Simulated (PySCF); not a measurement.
# Calculated NMR data

Computed data (PySCF 2.14.0 with density-fitted response routines): shielding tensors at PBE0/pcSseg-1 (GIAO), coordinates at the GFN2-xTB level. Single conformer, rapidly exchanging positions averaged, non-relativistic, no solvent.

Scale: TMS for $^{1}$H (σref 31.72), $^{13}$C (σref 186.93) (reference shieldings calculated alike). Splittings of carbon signals by F and P are missing where no couplings were computed. Where no couplings were computed, multiplicities follow the n + 1 count of equivalent neighbours, and m marks all less simple cases (inequivalent or close neighbours, rings, F or P nearby). Shifts are as computed. Against solution values, carbons near 30 ppm lie about +3 ppm off and those near 130 ppm about +5 ppm. Of 1211 compounds with measured shifts, 218 miss one by over three times the rms of a fit or turn the order of signals round; such compounds aren't used in these exercises.

Compound 1 (C4H3OP3). $^{1}$H NMR (500 MHz, computed): δ 11.28 (m, 2H), 10.64 (m, 1H). $^{13}$C{$^{1}$H} NMR (computed): δ 199.8, 199.7, 189.6. Structure: SMILES O=Cc1pcpcp1.

Compound 2 (C4H6F2O). $^{1}$H NMR (500 MHz, computed): δ 6.17 (m, 1H), 4.86 (m, 1H), 4.82 (m, 1H), 4.79 (m, 1H), 3.01 (m, 1H), 2.80 (m, 1H). $^{13}$C{$^{1}$H} NMR (computed): δ 122.5 (CH), 83.7 (CH), 72.6 (CH2), 21.4 (CH2). Structure: SMILES FC(F)[C@@H]1CCO1.
